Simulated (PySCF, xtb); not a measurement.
C4H8OSi, SMILES [C@H]1([SiH3])C=C(C)O1.

GFN2-xTB run with xtb at its own geometry gives an orbital gap of 4.64 eV and a dipole moment of 0.92 D.

The structure is a stationary point at B3LYP-D3(BJ)/def2-SVP. The structure was generated by enumeration; whether it is a known compound was not checked.

Problem. What does PySCF with PBE/def2-TZVP give? (The exact figures need the calculation; the answer reports its results.)

Solution. gap 4.85 eV (levels -5.30 and -0.45 eV), dipole 1.21 D.
